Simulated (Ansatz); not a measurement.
CH$_{5}$Cl$_{2}$InS (`[CH3][In-]([SH2+])([Cl])[Cl]`) at its PBE0-D4/def2-TZVP geometry, where that method's forces vanish. Charge 0, multiplicity 1. In: def2 effective core potential.

```
atom   x (Å)   y (Å)   z (Å)
  C1  -1.004   1.597  -0.531
 In2   0.147   0.244   0.645
  S3   0.623  -2.031  -0.920
 Cl4   2.459   0.519   1.011
 Cl5  -0.794  -1.083   2.351
  H6  -0.437   1.881  -1.416
  H7  -1.939   1.121  -0.822
  H8  -1.221   2.487   0.060
  H9   0.260  -2.770   0.146
 H10   1.907  -1.965  -0.524
```

(1) For each bond, give half the difference of the two atoms' forces along it (eV/Å; positive pushes the atoms apart) under PBE-D4, r2SCAN-D4, B3LYP-D4, ωB97M-V in def2-TZVPP. (An estimate is asked.)

## Answers

(1) Ansatz gave: 
| bond | length (Å) | PBE-D4 | r2SCAN-D4 | B3LYP-D4 | ωB97M-V |
| --- | --- | --- | --- | --- | --- |
| C1–In2 | 2.130 | 0.00 | 0.04 | 0.11 | -0.03 |
| C1–H6 | 1.089 | 0.09 | -0.03 | -0.09 | -0.04 |
| C1–H7 | 1.089 | 0.09 | -0.03 | -0.09 | -0.04 |
| C1–H8 | 1.090 | 0.09 | -0.03 | -0.09 | -0.04 |
| In2–S3 | 2.802 | 0.08 | 0.01 | 0.09 | 0.02 |
| In2–Cl4 | 2.357 | 0.17 | 0.05 | 0.17 | -0.02 |
| In2–Cl5 | 2.357 | 0.17 | 0.05 | 0.17 | -0.02 |
| S3–H9 | 1.346 | 0.27 | 0.02 | -0.03 | -0.10 |
| S3–H10 | 1.346 | 0.27 | 0.02 | -0.03 | -0.10 |

B3LYP here is the variant with VWN-RPA as its local correlation; programs differ in this.
